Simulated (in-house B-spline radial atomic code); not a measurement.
**RPA correlation on PBE: Cr**

Configuration [Ar] 3d5 4s1, highest spin, mean-field start PBE. Computed with a B-spline radial code for spherical atoms: all electrons, non-relativistic, point nucleus, each spin shell either full or empty, empty states to l = 9 with an (l + 1/2)⁻⁴ tail; G0W0 by contour deformation at full frequency.

The highest G0W0 level has too low a weight to be given.

Command:
```bash
python run_gw.py task.json out
```
Settings (radii: box in bohr, nucleus in fm):
```
Z                        24
electrons                24
configuration            [Ar] 3d5 4s1
hamiltonian              nr
method                   pbe,pbe
lmax                     9
spin_polarised           True
box_radius               40
intervals                54
ion_configuration        [Ar] 3d5
```

Run time, properties included: 3.9 s on 1 thread of Arm Neoverse V2 (shared host).

Energies (hartree):

```json
{"term": "mean-field total", "value": "-1044.23090"}
{"term": "Hartree-Fock functional on these orbitals", "value": "-1043.32781"}
{"term": "direct second order", "value": "-2.0002"}
{"term": "second-order exchange", "value": "0.68075"}
{"term": "SOSEX correction", "value": "0.58441"}
```

What is the RPA correlation energy, and what remains with SOSEX?

RPA gives -1.6222 hartree (-1.84 eV per electron); RPA + SOSEX gives -1.0378, and the second-order doubles -1.3195 hartree (no singles). RPA lacks exchange-type terms and so overcorrelates at short range.

What does it cost to remove one electron (to [Ar] 3d5) by differences of total energies, each species on its own start (correlation terms add to the Hartree-Fock functional)?

PBE 7.262 eV, Hartree-Fock functional 5.706 eV, + RPA 7.296 eV, + RPA + SOSEX 6.402 eV, + second order 7.514 eV. Tabulated: 6.767 eV (NIST, measured); the calculation leaves out relativity, Breit and QED terms, and what these don't explain is the method's own error.
